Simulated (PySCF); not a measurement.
C2H4Cl2Si, SMILES Cl/C=C\[SiH2]Cl.

Coordinates come from a PBE0-D3(BJ)/def2-SVP optimisation. The structure was generated by enumeration; whether it is a known compound was not checked. One conformer was computed; it need not be the lowest.

Computed with TDA-PBE/def2-SVPD (PySCF).

Vertical excitations. Isolated molecule, no solvent. State labels are in the subgroup Cs.

Computed lowest excited states:
```json
[
 {"state": "S1", "symmetry": "A'", "energy (eV)": "5.54", "λ (nm)": "224", "f": "0.008", "main pairs": "HOMO−1→LUMO 90 %"},
 {"state": "S2", "symmetry": "A\"", "energy (eV)": "5.56", "λ (nm)": "223", "f": "0.000", "main pairs": "HOMO−2→LUMO 99 %"},
 {"state": "S3", "symmetry": "A\"", "energy (eV)": "5.98", "λ (nm)": "207", "f": "0.000", "main pairs": "HOMO→LUMO+1 79 %, HOMO−3→LUMO 20 %"},
 {"state": "S4", "symmetry": "A\"", "energy (eV)": "6.02", "λ (nm)": "206", "f": "0.000", "main pairs": "HOMO−3→LUMO 80 %, HOMO→LUMO+1 19 %"},
 {"state": "S5", "symmetry": "A'", "energy (eV)": "6.10", "λ (nm)": "203", "f": "0.226", "main pairs": "HOMO→LUMO 71 %"},
 {"state": "S6", "symmetry": "A\"", "energy (eV)": "6.38", "λ (nm)": "194", "f": "0.004", "main pairs": "HOMO→LUMO+2 97 %"},
 {"state": "S7", "symmetry": "A\"", "energy (eV)": "6.78", "λ (nm)": "183", "f": "0.000", "main pairs": "HOMO→LUMO+3 97 %"},
 {"state": "S8", "symmetry": "A\"", "energy (eV)": "6.82", "λ (nm)": "182", "f": "0.003", "main pairs": "HOMO−1→LUMO+1 95 %"},
 {"state": "S9", "symmetry": "A'", "energy (eV)": "6.86", "λ (nm)": "181", "f": "0.028", "main pairs": "HOMO−2→LUMO+1 96 %"},
 {"state": "S10", "symmetry": "A\"", "energy (eV)": "6.97", "λ (nm)": "178", "f": "0.001", "main pairs": "HOMO−4→LUMO 92 %"},
 {"state": "T1", "symmetry": "A'", "energy (eV)": "3.94", "λ (nm)": "314", "f": "0", "main pairs": "HOMO→LUMO 97 %"},
 {"state": "T2", "symmetry": "A\"", "energy (eV)": "5.34", "λ (nm)": "232", "f": "0", "main pairs": "HOMO−2→LUMO 99 %"},
 {"state": "T3", "symmetry": "A'", "energy (eV)": "5.40", "λ (nm)": "230", "f": "0", "main pairs": "HOMO−1→LUMO 99 %"},
 {"state": "T4", "symmetry": "A\"", "energy (eV)": "5.84", "λ (nm)": "212", "f": "0", "main pairs": "HOMO→LUMO+1 89 %"}
]
```
Triplets are in the Tamm–Dancoff approximation.
